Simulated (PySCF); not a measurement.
SnHg⁺: one state, many levels of theory

State: ²Π (doublet), unpaired electrons π ↑. Set-up: basis Sn def2-SVP with ECP28, Hg def2-SVP with ECP60; scalar-relativistic core potentials; PySCF 2.14. De refers to Sn⁺ + Hg in their high-spin ground configurations, without counterpoise correction. The functionals are run spin-unrestricted. A positive dipole points towards Hg; it is taken about the centre of mass and depends on that origin.

```tsv
Level	Re (Å)	ωe (cm⁻¹)	De (eV)	μ (D)
UHF	3.106	81.6	0.60	-3.43
UHF-MP2	2.940	100	0.73	n/a
UHF-SCS-MP2	2.979	94.5	0.66	n/a
PBE	2.937	101	0.97	-3.52
BP86	2.938	101	0.93	-3.55
r²SCAN	2.892	108	1.02	-3.17
M06-L	2.962	99.6	0.99	-3.38
PBE0	2.931	103	0.94	-3.31
r²SCAN0	2.902	107	0.96	-3.10
```

The bond length runs from 2.892 Å (r²SCAN) to 3.106 Å (UHF). De spans 0.60 eV (UHF, mean field) to 1.02 eV (r²SCAN, meta-GGA).

Correlated steps freeze 4 core orbitals. Correlated levels converge slowly with the basis: in double zeta they bind strong bonds too weakly, by up to about 1 eV, and carry superposition errors of some tenths. Spin–orbit coupling is left out, which matters for elements this heavy, above all for dissociation energies. For an ion De counts to the pair picked by the measured ionisation energies or electron affinities, which need not be the lowest pair at this level. The state was picked by a PBE0 search and need not be the measured ground state.
